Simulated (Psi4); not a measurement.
Interaction energy of H6B3N3 ··· H3B (SMILES B1NBNBN1 and B), singlet. Monomers: optimised at B3LYP-D3(BJ) (def2-TZVP), held rigid. Orientation: lowest of the rigid-body minima from ten starts at GFN2-xTB (searched outside a hard wall at short contacts). Only R, the distance of the centres of mass, is varied, so the lowest point isn't the relaxed dimer. The shortest distances reach bonding range, where SAPT0 and rigid monomers are unreliable.

Computed with: PBE/def2-TZVP, counterpoise-corrected (Psi4); PBE-D3(BJ)/def2-TZVP, counterpoise-corrected (Psi4); PBE0/def2-TZVP, counterpoise-corrected (Psi4); SAPT0/jun-cc-pVDZ, frozen core (Psi4).

Interaction energies in kJ/mol; the last columns give the difference from SAPT0:

| R / Å | PBE/def2-TZVP | PBE-D3(BJ)/def2-TZVP | PBE0/def2-TZVP | SAPT0/jun-cc-pVDZ | PBE/def2-TZVP − SAPT0/jun-cc-pVDZ | PBE-D3(BJ)/def2-TZVP − SAPT0/jun-cc-pVDZ | PBE0/def2-TZVP − SAPT0/jun-cc-pVDZ |
|---|---|---|---|---|---|---|---|
| 2.34 | 23.68 | 10.16 | 24.43 | 27.74 | -4.07 | -17.58 | -3.32 |
| 2.61 | -13.43 | -25.90 | -12.18 | -6.80 | -6.62 | -19.09 | -5.38 |
| 2.74 | -19.56 | -31.33 | -18.11 | -13.33 | -6.22 | -17.99 | -4.77 |
| 2.97 | -21.43 | -31.91 | -19.79 | -16.97 | -4.46 | -14.94 | -2.82 |
| 3.14 | -19.25 | -28.73 | -17.61 | -16.33 | -2.91 | -12.40 | -1.28 |
| 3.35 | -15.29 | -23.55 | -13.79 | -14.05 | -1.25 | -9.50 | 0.25 |
| 3.71 | -9.09 | -15.33 | -7.97 | -9.51 | 0.42 | -5.82 | 1.54 |
| 4.00 | -5.69 | -10.50 | -4.87 | -6.52 | 0.82 | -3.99 | 1.64 |
| 4.49 | -2.52 | -5.45 | -2.06 | -3.27 | 0.75 | -2.19 | 1.21 |
| 5.17 | -0.77 | -2.18 | -0.58 | -1.26 | 0.49 | -0.92 | 0.68 |
| 6.21 | -0.07 | -0.55 | -0.04 | -0.33 | 0.27 | -0.22 | 0.30 |
| 7.46 | 0.03 | -0.13 | 0.03 | -0.08 | 0.11 | -0.05 | 0.11 |

PBE/def2-TZVP is furthest from SAPT0/jun-cc-pVDZ at 2.61 (-6.62 kJ/mol, below); its mean absolute difference over the points is 2.37 kJ/mol.

PBE-D3(BJ)/def2-TZVP is furthest from SAPT0/jun-cc-pVDZ at 2.61 (-19.09 kJ/mol, below); its mean absolute difference over the points is 8.72 kJ/mol.

PBE0/def2-TZVP is furthest from SAPT0/jun-cc-pVDZ at 2.61 (-5.38 kJ/mol, below); its mean absolute difference over the points is 1.94 kJ/mol.
